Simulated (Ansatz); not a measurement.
Abridged output of a molecular run in Ansatz:

```
Functional definition: HF
  name "HF"
  cite "Fock, Z. Phys. 61, 126 (1930) doi:10.1007/BF01340294"
  parent pbe
  exchange = exact_x
  correlation = 0
2543 factors; integrals over basis functions are off by at most 1.6e-3 eV
mean field evaluation 1: about -14352.6730 eV, gradient 4.6e1 eV
mean field evaluation 2: about -14352.6854 eV, gradient 4.6e1 eV
mean field evaluation 4: about -14358.8954 eV, gradient 4.6e0 eV
mean field evaluation 8: about -14358.9719 eV, gradient 1.0e-4 eV
mean field -14358.97186789 eV, -527.6824832841 hartree, gradient 1.1e-6 eV, S^2 0.000000; 0 other end points of the search recorded, 0 dependent functions left out
12 core orbitals not correlated: weight in the atoms' cores, before any rotation towards them, 1.000 or more for the frozen orbitals, at most 0.000 for the correlated occupied ones
reference -14358.97186789 eV, -527.6824832841 hartree; 33, 33 occupied and 193, 193 virtual orbitals, 2543 factors
second order -35.06372316 eV of doubles, -0.00000000 eV of singles
cycle   1  -37.29405790 eV  change    -2.2e0 eV  update   1.2e-1
cycle   2  -38.28047048 eV  change   -9.9e-1 eV  update   3.5e-2
cycle   3  -38.42131232 eV  change   -1.4e-1 eV  update   1.2e-2
cycle   4  -38.42514854 eV  change   -3.8e-3 eV  update   3.3e-3
cycle   5  -38.42594308 eV  change   -7.9e-4 eV  update   1.0e-3
cycle   6  -38.42603839 eV  change   -9.5e-5 eV  update   3.1e-4
cycle   7  -38.42601054 eV  change    2.8e-5 eV  update   9.3e-5
cycle   8  -38.42601561 eV  change   -5.1e-6 eV  update   3.4e-5
perturbative correction -1.18357282 eV, -0.0434954989 hartree
Total energy: -14398.58145632 eV, -529.1381088108 hartree
```

Its atoms:

Z-matrix (Å, degrees):
```
C
C 1 1.523
H 1 1.095 2 111.9
H 1 1.093 2 111.6 3 -120.0
H 1 1.094 2 111.8 3 120.1
Sn 2 2.161 1 113.7 3 -179.0
H 2 1.094 1 110.7 3 59.7
H 2 1.094 1 110.6 3 -58.0
C 6 2.161 2 109.7 1 66.5
C 6 2.164 2 110.2 1 -52.8
C 6 2.160 2 109.7 1 -174.9
C 9 1.523 6 112.8 2 174.3
H 9 1.094 6 107.8 2 51.6
H 9 1.094 6 108.0 2 -62.9
C 10 1.523 6 113.7 2 82.9
H 10 1.094 6 107.4 2 -154.4
H 10 1.094 6 107.7 2 -40.2
C 11 1.523 6 113.0 2 -63.2
H 11 1.094 6 107.9 2 59.8
H 11 1.094 6 107.6 2 174.2
H 12 1.095 9 112.0 6 -180.0
H 12 1.094 9 111.7 6 59.9
H 12 1.094 9 111.7 6 -59.9
H 15 1.093 10 111.9 6 -60.7
H 15 1.095 10 111.8 6 179.2
H 15 1.093 10 111.7 6 59.1
H 18 1.094 11 111.7 6 -59.4
H 18 1.094 11 111.7 6 60.4
H 18 1.095 11 111.9 6 -179.5
```

Q: Which basis set was used?
A. cc-pV(Q+d)Z
B. def2-SVPD
C. def2-SVP
D. def2-TZVPPD

A: C. It gives 238 functions.

Q: Write the keys of the input that set method, charge and spin (a neutral closed shell needs none for the last two).

A: 
```yaml
correlation: {method: ccsd_t}
```
